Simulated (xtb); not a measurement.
Se (SMILES [Se-]), charge -1, doublet; GFN2-xTB (xtb 6.7.1).

The xtb input:
```
$ xtb mol.xyz --gfn 2 --chrg -1 --uhf 1 --opt --json

# file mol.xyz
1

Se     0.00000000     0.00000000     0.00000000
```

What the program printed (banner, timings and long lists left out):

```
   ID    Z sym.   atoms
    1   34 Se     1

           -------------------------------------------------
          |                Calculation Setup                |
           -------------------------------------------------

           -------------------------------------------------
          |                 G F N 2 - x T B                 |
           -------------------------------------------------

          ...................................................
          :                      SETUP                      :
          :.................................................:
          :  # basis functions                  10          :
          :  # atomic orbitals                   9          :
          :  # shells                            3          :
          :  # electrons                         7          :
          :  max. iterations                   250          :
          :  Hamiltonian                  GFN2-xTB          :
          :  restarted?                      false          :
          :  GBSA solvation                  false          :
          :  PC potential                    false          :
          :  electronic temp.          300.0000000     K    :
          :  accuracy                    1.0000000          :
          :  -> integral cutoff          0.2500000E+02      :
          :  -> integral neglect         0.1000000E-07      :
          :  -> SCF convergence          0.1000000E-05 Eh   :
          :  -> wf. convergence          0.1000000E-03 e    :
          :  Broyden damping             0.4000000          :
          :  net charge                         -1          :
          :  unpaired electrons                  1          :
          ...................................................

 iter      E             dE          RMSdq      gap      omega  full diag
   1     -3.4032789 -0.340328E+01  0.471E+00   10.17      10.2  T
   2     -3.4032789  0.000000E+00  0.377E+00   10.29      10.3  T
   3     -3.4032789  0.000000E+00  0.290E+00   10.40      10.4  T
   4     -3.4032789  0.000000E+00  0.232E+00   10.49      10.5  T
   5     -3.4032789  0.000000E+00  0.186E+00   10.56      10.6  T
   6     -3.4032789  0.000000E+00  0.149E+00   10.61      10.6  T
   7     -3.4032789  0.000000E+00  0.119E+00   10.66      10.7  T
   8     -3.4032789  0.000000E+00  0.952E-01   10.70      10.7  T
   9     -3.4032789  0.000000E+00  0.761E-01   10.73      10.7  T
  10     -3.4032789  0.000000E+00  0.609E-01   10.76      10.8  T
  11     -3.4032789  0.000000E+00  0.487E-01   10.78      10.8  T
  12     -3.4032789  0.000000E+00  0.390E-01   10.80      10.8  T
  13     -3.4032789  0.000000E+00  0.312E-01   10.81      10.8  T
  14     -3.4032789  0.000000E+00  0.249E-01   10.82      10.8  T
  15     -3.4032789  0.000000E+00  0.200E-01   10.83      10.8  T
  16     -3.4032789  0.000000E+00  0.160E-01   10.83      10.8  T
  17     -3.4032789  0.000000E+00  0.128E-01   10.84      10.8  T
  18     -3.4032789  0.000000E+00  0.102E-01   10.84      10.8  T
  19     -3.4032789  0.000000E+00  0.817E-02   10.85      10.8  T
  20     -3.4032789  0.000000E+00  0.654E-02   10.85      10.9  T
  21     -3.4032789  0.000000E+00  0.523E-02   10.85      10.9  T
  22     -3.4032789  0.000000E+00  0.418E-02   10.86      10.9  T
  23     -3.4032789  0.000000E+00  0.335E-02   10.86      10.9  T
  24     -3.4032789  0.000000E+00  0.268E-02   10.86      10.9  T
  25     -3.4032789  0.000000E+00  0.214E-02   10.86      10.9  T
  26     -3.4032789  0.000000E+00  0.171E-02   10.86      10.9  T
  27     -3.4032789  0.000000E+00  0.137E-02   10.86      10.9  T
  28     -3.4032789  0.000000E+00  0.110E-02   10.86      10.9  T
  29     -3.4032789  0.000000E+00  0.878E-03   10.86      10.9  T
  30     -3.4032789  0.000000E+00  0.702E-03   10.86      10.9  T
  31     -3.4032789  0.000000E+00  0.562E-03   10.86      10.9  T
  32     -3.4032789  0.000000E+00  0.449E-03   10.86      10.9  T
  33     -3.4032789  0.000000E+00  0.359E-03   10.86      10.9  T
  34     -3.4032789  0.000000E+00  0.288E-03   10.86      10.9  T
  35     -3.4032789  0.000000E+00  0.230E-03   10.86      10.9  T
  36     -3.4032789  0.000000E+00  0.184E-03   10.86      10.9  T
  37     -3.4032789  0.000000E+00  0.147E-03   10.86      10.9  T
  38     -3.4032789  0.000000E+00  0.118E-03   10.86      10.9  T
  39     -3.4032789  0.000000E+00  0.942E-04   10.86      10.9  T
  40     -3.4032789  0.000000E+00  0.754E-04   10.86      10.9  T

   *** convergence criteria satisfied after 40 iterations ***

         :::::::::::::::::::::::::::::::::::::::::::::::::::::
         ::                     SUMMARY                     ::
         :::::::::::::::::::::::::::::::::::::::::::::::::::::
         :: total energy              -3.403278858603 Eh    ::
         :: gradient norm              0.000000000000 Eh/a0 ::
         :: HOMO-LUMO gap             10.862462160989 eV    ::
         ::.................................................::
         :: SCC energy                -3.403278858603 Eh    ::
         :: -> isotropic ES            0.116307677244 Eh    ::
         :: -> anisotropic ES          0.000000000000 Eh    ::
         :: -> anisotropic XC          0.000000000000 Eh    ::
         :: -> dispersion              0.000000000000 Eh    ::
         :: repulsion energy           0.000000000000 Eh    ::
         :: add. restraining           0.000000000000 Eh    ::
         :: total charge              -1.000000000000 e     ::
         :::::::::::::::::::::::::::::::::::::::::::::::::::::

      -----------------------------------------------------------
     |                   =====================                   |
     |                        A N C O P T                        |
     |                   =====================                   |
     |               Approximate Normal Coordinate               |
     |                Rational Function Optimizer                |
[...]
================
 final structure:
================
1
 xtb: 6.7.1 (edcfbbe)
Se           0.00000000000000        0.00000000000000        0.00000000000000

 Bond Distances (Angstroems)
 ---------------------------

 selected bond angles (degree)
 --------------------

 selected dihedral angles (degree)
 ---------------------------------

           -------------------------------------------------
          |                Final Singlepoint                |
           -------------------------------------------------

          ...................................................
          :                      SETUP                      :
          :.................................................:
          :  # basis functions                  10          :
          :  # atomic orbitals                   9          :
          :  # shells                            3          :
          :  # electrons                         7          :
          :  max. iterations                   250          :
          :  Hamiltonian                  GFN2-xTB          :
          :  restarted?                      false          :
          :  GBSA solvation                  false          :
          :  PC potential                    false          :
          :  electronic temp.          300.0000000     K    :
          :  accuracy                    1.0000000          :
          :  -> integral cutoff          0.2500000E+02      :
          :  -> integral neglect         0.1000000E-07      :
          :  -> SCF convergence          0.1000000E-05 Eh   :
          :  -> wf. convergence          0.1000000E-03 e    :
          :  Broyden damping             0.4000000          :
          :  net charge                         -1          :
          :  unpaired electrons                  1          :
          ...................................................

 iter      E             dE          RMSdq      gap      omega  full diag
   1     -3.4032789 -0.340328E+01  0.603E-04   10.86      10.9  T
   2     -3.4032789  0.000000E+00  0.482E-04   10.86      10.9  T
   3     -3.4032789  0.000000E+00  0.372E-04   10.86      10.9  T

   *** convergence criteria satisfied after 3 iterations ***

         :::::::::::::::::::::::::::::::::::::::::::::::::::::
         ::                     SUMMARY                     ::
         :::::::::::::::::::::::::::::::::::::::::::::::::::::
         :: total energy              -3.403278858603 Eh    ::
         :: gradient norm              0.000000000000 Eh/a0 ::
         :: HOMO-LUMO gap             10.862529383866 eV    ::
         ::.................................................::
         :: SCC energy                -3.403278858603 Eh    ::
         :: -> isotropic ES            0.116307677244 Eh    ::
         :: -> anisotropic ES          0.000000000000 Eh    ::
         :: -> anisotropic XC          0.000000000000 Eh    ::
         :: -> dispersion              0.000000000000 Eh    ::
         :: repulsion energy           0.000000000000 Eh    ::
         :: add. restraining           0.000000000000 Eh    ::
         :: total charge              -1.000000000000 e     ::
         :::::::::::::::::::::::::::::::::::::::::::::::::::::

           -------------------------------------------------
          |                Property Printout                |
           -------------------------------------------------

    * Orbital Energies and Occupations

         #    Occupation            Energy/Eh            Energy/eV
      -------------------------------------------------------------
         1        2.0000           -0.5074129             -13.8074
         2        1.6667           -0.1835758              -4.9954
         3        1.6667           -0.1835758              -4.9954
         4        1.6667           -0.1835758              -4.9954 (HOMO)
         5                          0.2156148               5.8672 (LUMO)
         6                          0.2156148               5.8672
         7                          0.2156148               5.8672
         8                          0.2156148               5.8672
         9                          0.2156148               5.8672
      -------------------------------------------------------------
                  HL-Gap            0.3991906 Eh           10.8625 eV
             Fermi-level           -0.0834489 Eh           -2.2708 eV

     #   Z          covCN         q      C6AA      α(0)
     1  34 Se       0.000    -1.000   248.220    27.655

 Mol. C6AA /au·bohr⁶  :        248.220401
 Mol. C8AA /au·bohr⁸  :      17661.425257
 Mol. α(0) /au        :         27.654677

Wiberg/Mayer (AO) data.
largest (>0.10) Wiberg bond orders for each atom

 ---------------------------------------------------------------------------
     #   Z sym  total        # sym  WBO       # sym  WBO       # sym  WBO
 ---------------------------------------------------------------------------
     1  34 Se   0.000
 ---------------------------------------------------------------------------

molecular dipole:
                 x           y           z       tot (Debye)
 q only:        0.000       0.000       0.000
   full:        0.000       0.000       0.000       0.000
molecular quadrupole (traceless):
                xx          xy          yy          xz          yz          zz
 q only:        0.000       0.000       0.000       0.000       0.000       0.000
  q+dip:        0.000       0.000       0.000       0.000       0.000       0.000
   full:        0.000       0.000       0.000       0.000       0.000       0.000

optimized geometry written to: xtbopt.xyz

           -------------------------------------------------
          | TOTAL ENERGY               -3.403278858603 Eh   |
          | GRADIENT NORM               0.000000000000 Eh/α |
          | HOMO-LUMO GAP              10.862529383866 eV   |
           -------------------------------------------------

normal termination of xtb
```
